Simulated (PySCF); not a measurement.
C3H5F3, SMILES C[C@@H](F)C(F)F.

Coordinates come from a PBE-D3(BJ)/def2-SVP optimisation. The structure was generated by enumeration; whether it is a known compound was not checked. One conformer was computed; it need not be the lowest.

Calculation: PBE-D3(BJ)/def2-SVP run with PySCF.

Harmonic, unscaled wavenumbers; measured fundamentals usually lie a few per cent lower.

| mode | ν (cm⁻¹) | IR (km/mol) | moving atoms (share of kinetic energy) |
|---|---|---|---|
| 1 | 81 | 0.1 | F 73 %, C 15 %, H 11 % |
| 2 | 223 | 1.3 | F 62 %, H 20 %, C 18 % |
| 3 | 233 | 0.6 | H 53 %, F 31 %, C 15 % |
| 4 | 251 | 0.6 | F 53 %, H 42 % |
| 5 | 354 | 0.7 | F 51 %, C 26 %, H 23 % |
| 6 | 476 | 14.7 | F 49 %, C 35 %, H 16 % |
| 7 | 542 | 2.7 | F 57 %, C 29 %, H 14 % |
| 8 | 717 | 16.7 | C 46 %, F 31 %, H 22 % |
| 9 | 827 | 45.9 | C 54 %, H 25 %, F 21 % |
| 10 | 899 | 2.9 | H 54 %, C 33 %, F 13 % |
| 11 | 986 | 53.2 | H 58 %, C 27 %, F 15 % |
| 12 | 1094 | 85.2 | C 59 %, F 22 %, H 19 % |
| 13 | 1106 | 17.5 | C 59 %, H 33 %, F 9 % |
| 14 | 1119 | 93.5 | C 57 %, F 24 %, H 19 % |
| 15 | 1170 | 93.1 | C 45 %, H 37 %, F 18 % |
| 16 | 1277 | 7.1 | H 79 %, C 20 % |
| 17 | 1324 | 9.2 | H 78 %, C 21 % |
| 18 | 1345 | 39.3 | H 73 %, C 26 % |
| 19 | 1358 | 24.4 | H 73 %, C 26 % |
| 20 | 1370 | 10.3 | H 59 %, C 40 % |
| 21 | 1410 | 9.7 | H 90 %, C 9 % |
| 22 | 1424 | 6.0 | H 90 %, C 10 % |
| 23 | 2949 | 34.3 | H 92 % |
| 24 | 2963 | 43.7 | H 92 % |
| 25 | 2988 | 7.1 | H 97 % |
| 26 | 3083 | 9.1 | H 91 %, C 9 % |
| 27 | 3097 | 4.6 | H 90 %, C 10 % |
